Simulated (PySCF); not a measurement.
# Pr⁵⁵⁺ (praseodymium, charge +55): Hartree-Fock from Schrödinger to Dirac-Coulomb-Breit

Occupied: 1s1/2, 2s1/2. Hartree-Fock calculated with PySCF 2.14 in an even-tempered Gaussian basis (16 s from 12 bohr⁻², ratio 2.7; 12 p from 14 bohr⁻², ratio 2.7), Gaussian nucleus throughout. NR is non-relativistic, sf-X2C the spin-free one-electron X2C Hamiltonian, X2C adds the bare one-electron spin-orbit term, X2C-SNSO screens it by Boettger's factors, DC is four-component Dirac-Coulomb, and the Gaunt and Breit terms are added at first order (total energies over the DC spinors, levels after relaxing the spinors in that mean field). QED terms are absent. Levels marked empty are virtual spinors of this ion.

```
Hamiltonian  E (hartree)  E − E(DC) (hartree)  CPU seconds
         NR   -4259.1339             226.2370         0.29
     sf-X2C   -4483.6434               1.7275         0.17
        X2C   -4483.6434               1.7275         0.17
   X2C-SNSO   -4483.6434               1.7275         0.17
         DC   -4485.3709               0.0000          3.4
   DC+Gaunt   -4481.8386               3.5323          5.6
   DC+Breit   -4481.9122               3.4587           45
```

Q: Give the 2p spin-orbit interval with each Hamiltonian that has one.

A: X2C 557.1; X2C-SNSO 537.0; DC 540.6; DC+Gaunt 532.6; DC+Breit 532.6 (eV).

```csv
level (eV),NR,sf-X2C,X2C,X2C-SNSO,DC,DC+Gaunt,DC+Breit
1s1/2,-45737.6,-47985.3,-47985.3,-47985.3,-48026.9,-47942.1,-47943.0
2s1/2,-10971.8,-11653.3,-11653.3,-11653.3,-11658.0,-11648.1,-11649.1
2p1/2 (empty),-10638.1,-10896.7,-11286.2,-11271.5,-11276.1,-11257.9,-11260.5
2p3/2 (empty),-10638.1,-10896.7,-10729.1,-10734.5,-10735.4,-10725.3,-10727.8
3s1/2 (empty),-4692.3,-4923.7,-4923.7,-4923.7,-4925.0,-4922.2,-4922.6
```

Weight of the small component: 1s1/2 0.0481, 2s1/2 0.0116, 2p1/2 0.0114, 2p3/2 0.0108, 3s1/2 0.00490.

Koopmans' value for the highest occupied level at DC+Breit: 11649.1 eV, against an ionisation energy of 11641 ± 5 eV (theoretical estimate listed by NIST; NIST Atomic Spectra Database, ionization energies); the former lacks relaxation, correlation, QED and recoil.

The whole ladder took 55 s of wall time on 1 thread of Neoverse-N1 (shared host), launched as `OMP_NUM_THREADS=1 python relrun2.py TASK.json OUT` (a driver that calls PySCF for each Hamiltonian).
